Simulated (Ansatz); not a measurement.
`C[CH2][Sn][Br]` + HCl → `C[CH2][Sn][Cl]` + HBr at 400 K and 1 bar (ligand exchange at the Sn–Br bond).

Gas-phase electronic energies from Ansatz, PBE0-D4/def2-TZVP geometries. CBS: MP2 limit from def2 TZ/QZ plus the TZ coupled-cluster correction, frozen cores. This one scheme is used for every species. def2 core potentials past Kr. For Br, Sn outer-core shells are correlated without core-valence functions, which leaves a few kJ/mol of doubt a bond. Scalar relativity is left out up to krypton. One conformer a species, not always the lowest.

| species | CCSD(T)/CBS energy (Eh) | H − E (kJ/mol) | S (J/(mol·K)) |
| --- | --- | --- | --- |
| `C[CH2][Sn][Br]` | -2866.51200 | 199.7 | 395.8 |
| HCl | -460.38127 | 29.6 | 195.4 |
| `C[CH2][Sn][Cl]` | -752.96755 | 199.9 | 384.5 |
| HBr | -2573.91920 | 27.6 | 207.2 |

H − E and S are ideal-gas, rigid-rotor, harmonic terms from PBE0-D4/def2-TZVP, for one conformer and one mirror image of each species. 1 Eh = 2625.50 kJ/mol, R = 8.31446 J/(mol·K).

Q: By hand: ΔE, ΔH, ΔS and ΔG.

A: ΔE = (-752.96755) + (-2573.91920) − (-2866.51200) − (-460.38127) = 0.00652 Eh = 17.1 kJ/mol. Δ(H − E) = 199.9 + 27.6 − 199.7 − 29.6 = -1.8, so ΔH = 15.3 kJ/mol. ΔS = 384.5 + 207.2 − 395.8 − 195.4 = 0.5 J/(mol·K). ΔG = 15.3 − 400 × (0.5)/1000 = 15.1 kJ/mol.

Q: By hand: the equilibrium constant, and the temperature at which ΔG would vanish if ΔH and ΔS stayed fixed.

A: log₁₀ K = −ΔG/(RT ln 10) = -2.0. ΔG = 0 at ΔH/ΔS = 30600 K, far beyond where these terms or the molecules hold.

The number of gas molecules stays the same, so ΔS is small and ΔH decides. A doubt of 5 kJ/mol in ΔE shifts log₁₀ K by 0.7 here. Other conformers and mirror images would add mixing entropy, several J/(mol·K) or more a flexible species. Modes under 60 cm⁻¹, often nearly free rotors, make the harmonic entropy too high. These are equilibria of isolated gas molecules and say nothing of rates. Largest T1 diagnostic: 0.013 (customary marks: 0.02 for closed shells, 0.045 for open ones).
